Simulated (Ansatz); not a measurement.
Si(vinyl)(NHEt)3 (C8H21N3Si). The state is a singlet with charge 0. Geometry r2SCAN-D4/def2-SVP, basis def2-TZVP, Ansatz.

```
run  HOMO (eV)  LUMO (eV)
  A      -5.07      -1.17
  B      -6.57      -0.08
  C      -6.39      -0.18
  D      -5.23      -1.42
  E      -5.31      -0.98
```

**Question.** The runs used LDA (SPW92), PBE, PBE0, r2SCAN, r2SCAN0. Estimate which is which.

**Answer.** A PBE (0 % exact exchange); B r2SCAN0 (25 % exact exchange); C PBE0 (25 % exact exchange); D LDA (SPW92) (0 % exact exchange); E r2SCAN (0 % exact exchange). Exact exchange lowers occupied and raises empty levels; among semilocal functionals meta-GGAs tend to open the gap a little, and such runs are hard to tell apart. The gap grows from 3.81 eV (LDA (SPW92)) to 6.49 eV (r2SCAN0).
